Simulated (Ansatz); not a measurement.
silene (SMILES C=[SiH2]) moved off its minimum; all values from Ansatz (a program for electronic structure), cores frozen in correlated methods.
(charge 0, multiplicity 1)
```xyz
6

C     -1.16892    -0.02062    -0.04295
Si     0.51971     0.06496     0.02920
H     -1.76143     0.85793    -0.08904
H     -1.70432    -0.96482    -0.03899
H      1.38475    -1.19952     0.07488
H      1.28715     1.24627     0.03964
```

Forces at MP2/aug-cc-pV(T+d)Z (eV/Å):

```json
[
 {"atom": "C1", "Fx": "-0.139", "Fy": "-0.632", "Fz": "0.017"},
 {"atom": "Si2", "Fx": "0.552", "Fy": "-2.181", "Fz": "0.036"},
 {"atom": "H3", "Fx": "-0.513", "Fy": "0.657", "Fz": "-0.022"},
 {"atom": "H4", "Fx": "0.097", "Fy": "0.110", "Fz": "-0.015"},
 {"atom": "H5", "Fx": "-0.601", "Fy": "0.854", "Fz": "-0.014"},
 {"atom": "H6", "Fx": "0.603", "Fy": "1.192", "Fz": "-0.002"}
]
```

Task: Give the forces (eV/Å), the total energy and the dipole at CCSD(T)/aug-cc-pV(T+d)Z.

Result: 
| atom | Fx | Fy | Fz |
|---|---|---|---|
| C1 | -0.274 | -0.631 | 0.009 |
| Si2 | 0.718 | -2.136 | 0.047 |
| H3 | -0.575 | 0.692 | -0.026 |
| H4 | 0.033 | 0.059 | -0.016 |
| H5 | -0.542 | 0.757 | -0.012 |
| H6 | 0.640 | 1.258 | -0.002 |
Energy -329.4320 hartree, dipole 0.70 D.

Doubts at one or more of the structures used: a restricted determinant that unrestricted orbitals would lower (CCSD(T)/aug-cc-pV(T+d)Z, MP2/aug-cc-pV(T+d)Z).
